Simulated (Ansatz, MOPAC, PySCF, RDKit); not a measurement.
Complex: C2H4 (SMILES C=C) (first 6 atoms) with CH3Cl (SMILES CCl); geometry from B3LYP-D3(BJ)/def2-TZVP, rigid monomers moved along the line of their centres of mass till C1···H11 is 4.00 Å.
(charge 0, multiplicity 1):
```xyz
11

C      0.5416    -0.4751     0.2144
C     -0.3964     0.4608     0.2252
H      0.5383    -1.2831     0.9362
H      1.3418    -0.4728    -0.5161
H     -0.4037     1.2695    -0.4960
H     -1.1958     0.4479     0.9563
C      0.3465     0.2057     5.0770
Cl    -0.9129    -1.0620     4.8933
H     -0.0854     1.0347     5.6296
H      1.1819    -0.2231     5.6223
H      0.6522     0.5199     4.0840
```

Counterpoise-corrected where a basis set is named; no monomer relaxation. RDKit's UFF carries no charges.

The state that AM1 reach isn't checked.

Run with Ansatz (Gaussian basis) for Hartree–Fock, density functionals and correlated methods; MOPAC for AM1 (differences of heats of formation); PySCF for the dispersion terms; RDKit for the force fields. Values without a source in brackets are computed.

Q: One of these levels gives -3.8 kJ/mol for the interaction energy. Name it.
(A) PBE0-D4/def2-TZVPPD
(B) AM1
(C) UFF

A: A, PBE0-D4/def2-TZVPPD. The others give -2.3 (UFF), -0.3 (AM1)

Ansatz is a first-principles code.
